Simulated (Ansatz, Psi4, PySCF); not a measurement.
H$_{3}$Si (SMILES [SiH3-]), charge -1, singlet, at the geometry of the source list. Base run: WB97X/def2-TZVP (PySCF).

Input for PySCF:
```python
from pyscf import gto, scf, dft

mol = gto.Mole()
mol.atom = '''
    Si    0.21403400    0.21403400    0.21403400
    H    -0.64210100   -0.64210100    1.07016900
    H    -0.64210100    1.07016900   -0.64210100
    H     1.07016900   -0.64210100   -0.64210100
'''
mol.basis = 'def2-tzvp'
mol.charge = -1
mol.verbose = 4
mol.build()

mf = dft.RKS(mol)
mf.xc = 'wb97x'
mf.kernel()
```

The same geometry, method and basis name were run in Ansatz (a program for electronic structure) and Psi4 and PySCF, at each program's defaults and at the settings that a row names. The base is PySCF at its defaults. Differences at the defaults can come from grids, fitting, cores and function types together.

```
code and settings                                                                             ΔE vs base (µEh)  basis functions      E (Eh)  SCF cycles
--------------------------------------------------------------------------------------------  ----------------  ---------------  ----------  ----------
PySCF, defaults (exact integrals, its default grid, spherical functions)                                   0.0               55  -291.25601           9
Psi4, defaults (density fitting with its default set, its default grid, spherical functions)             -44.2               55  -291.25606           8
Ansatz, defaults (factorised integrals, its default grid, spherical functions)                            -2.5               55  -291.25602           -
PySCF, density fitting with def2-universal-jkfit                                                         -34.7               55  -291.25605           9
PySCF, fine grid                                                                                          -8.8               55  -291.25602           9
Psi4, exact integrals, spherical functions, fine grid                                                    -14.2               55  -291.25603          11
Ansatz, high accuracy                                                                                     -7.7               55  -291.25602           -
```
